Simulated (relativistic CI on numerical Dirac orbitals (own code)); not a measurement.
## Hyperfine structure of W XXIV, mass number 183

Computed by Dirac-Coulomb-Breit CI, separate exchange-only KLI orbitals for each configuration, a model potential for QED, unscaled Slater integrals (own radial code, finite nucleus).

Configuration list (outside the closed core [Ar] 3d10 4p6 4d10): 4s²4f⁵, 4s²4f⁴5s, 4s²4f³5s², 4s²4f⁴5p, 4s²4f³5s5p, 4s²4f³5p², 4s²4f⁴6s, 4s4f⁶. Levels of other configurations are missing.

Nuclear spin I = 1/2, μ = 0.11739 μN (tables of Stone and Pyykkö). The electronic factors are computed for point nuclear moments, without core polarisation or the Bohr-Weisskopf and QED corrections.

```json
{"Level": "4s²4f⁵ ⁶H°5/2", "E (eV)": "0.0000", "A (MHz)": "985.5"}
{"Level": "4s²4f⁵ ⁶H°7/2", "E (eV)": "1.1378", "A (MHz)": "691.6"}
{"Level": "4s²4f⁵ ⁶H°9/2", "E (eV)": "2.2134", "A (MHz)": "572.7"}
{"Level": "4s²4f⁵ ⁶F°3/2", "E (eV)": "3.0124", "A (MHz)": "780.4"}
{"Level": "4s²4f⁵ ⁶F°5/2", "E (eV)": "3.0561", "A (MHz)": "606.7"}
{"Level": "4s²4f⁵ ⁶F°1/2", "E (eV)": "3.0929", "A (MHz)": "2017"}
{"Level": "4s²4f⁵ ⁶H°11/2", "E (eV)": "3.1749", "A (MHz)": "526.5"}
{"Level": "4s²4f⁵ ⁶H°13/2", "E (eV)": "4.0136", "A (MHz)": "514"}
```

Levels with J = 0, under 50 % of one LS term, or S terms without an open s electron are left out. Small factors come from cancelling terms and can be off by tens of per cent or more.

At this charge energies of transitions that change n are usually good to better than 1 %, and those within a shell (Δn = 0) to a few per cent. Terms inside the open d or f shell come out 10 to 20 % too wide with unscaled integrals.

Q: Give the hyperfine levels of 4s²4f⁵ ⁶H°5/2 relative to its centre of gravity.

A: With K = F(F + 1) − I(I + 1) − J(J + 1), E = AK/2: F = 2: -1725, F = 3: 1232 MHz.

LS names give the leading component of a level, which can be under half, so a name can repeat, a term be missing and a line seem to break the LS rules.
